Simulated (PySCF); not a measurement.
# Static response to an electric field

Compound: C7H9FO.
Atom-mapped SMILES: `[CH2:1]=[C:2]1[CH2:3][C@:4]([F:5])([O:6][CH3:7])[C:8]1=[CH2:9]` (hydrogens: H10, H11 on C1; H12, H13 on C3; H14, H15, H16 on C7; H17, H18 on C9)

Structure used (GFN2-xTB), in Å, numbered top down from 1:
```
atom  x, y, z in Å
C1    -2.5161   -0.9548    0.8123
C2    -1.3701   -0.5179    0.3177
C3    -0.0993   -1.2053   -0.1297
C4     0.4666    0.1938   -0.4856
F5     0.6542    0.3232   -1.8649
O6     1.5802    0.6570    0.1631
C7     2.7803   -0.0403   -0.1298
C8    -0.8396    0.8066   -0.0118
C9    -1.2717    2.0549    0.0431
H10   -3.3096   -0.2757    1.0707
H11   -2.6969   -2.0036    0.9744
H12    0.4435   -1.7138    0.6653
H13   -0.2060   -1.8662   -0.9878
H14    3.5572    0.4557    0.4465
H15    2.7119   -1.0913    0.1677
H16    3.0142    0.0196   -1.1958
H17   -2.2537    2.2913    0.4164
H18   -0.6538    2.8731   -0.2835
```

Level: PBE0/def2-SVPD (PySCF), static field, nuclei fixed, core orbitals frozen in the response. The polarisability tensor in these axes (au):

```
x   102.39   3.08 -10.63
y     3.08  99.69  -4.88
z   -10.63  -4.88  67.53
```

Give the principal values, the mean and the anisotropy Δα = √{½[(α1 − α2)² + (α2 − α3)² + (α1 − α3)²]}.

Principal values 64.13, 97.74 and 107.75 au; mean 89.87 au = 13.32 Å³ = 14.82 × 10⁻⁴⁰ C²·m²/J; Δα = 39.58 au (44 % of the mean).

What is the dipole moment, and where does it point?

(0.12, -1.09, 1.02) D, 1.49 D in size, pointing from the negative to the positive side. Measured along this direction, the outermost atoms are H18 at the negative end and H11 at the positive end.

Sum over states: ᾱ = Σ f/ω², ω in Eh. What share falls to these 6 lowest TDDFT singlets (eV, f)? 5.21, 0.2911; 5.55, 0.0168; 6.20, 0.0064; 6.55, 0.0019; 6.71, 0.0100; 6.73, 0.0794.

They add up to 9.97 au, 11.1 % of the 89.87 au; the largest single term is 7.95 au, from the state at 5.21 eV. Terms in order: 7.95, 0.40, 0.12, 0.03, 0.17, 1.30 au. Higher excitations give the rest. The strengths listed sum to 0.406.

Give the principal axes and the span of the nuclei along them.

Largest value along (0.83, 0.48, -0.28), where the nuclei span 6.53 Å; middle along (-0.50, 0.87, 0.03), 5.41 Å; least along (0.26, 0.11, 0.96), 2.98 Å. The response follows the extents in order.

How large is μ²/3kT at 298 K beside α?

In Gaussian units μ²/3kT = 18.10 Å³ against 13.32 Å³, a ratio of 1.36; the Debye molar polarisation (4π/3)N_A(α + μ²/3kT) is 79.2 cm³/mol, leaving out the vibrational part.

The structure is a single GFN2-xTB conformer in the gas phase; no vibrational or solvent corrections.
